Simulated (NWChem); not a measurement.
# Si2NH7S; SMILES N[SiH2]S[SiH3]

```xyz
11

Si    -0.3554    -2.1226     0.0011
S      0.9581    -0.4110    -0.0010
Si    -0.5563     1.1703    -0.0015
N      0.1311     2.7629     0.0032
H     -1.2363    -2.1469    -1.2199
H     -1.2429    -2.1382     1.2174
H      0.5263    -3.3370     0.0075
H     -1.3946     1.0285    -1.2401
H     -1.4007     1.0205     1.2320
H      0.6371     3.0670     0.8398
H      0.6279     3.0746    -0.8360
```
Atoms are numbered in this order, from 1.

Computed with NWChem. Pople sets run with spherical d functions. The geometry was optimised at PBE-D3(BJ)/def2-SVP. B3LYP is NWChem's, with the RPA form of VWN correlation. Vertical excitations in the gas phase; the lowest state need not have the same character in each row.

### Question
Order these by “lowest excitation, singlet (eV)”, lowest first: B3LYP/6-31G*, full TDDFT; PBE0/6-31G*, full TDDFT; PBE/6-31G*, full TDDFT.

### Answer
PBE/6-31G*, full TDDFT (5.38), B3LYP/6-31G*, full TDDFT (5.85), PBE0/6-31G*, full TDDFT (5.99)
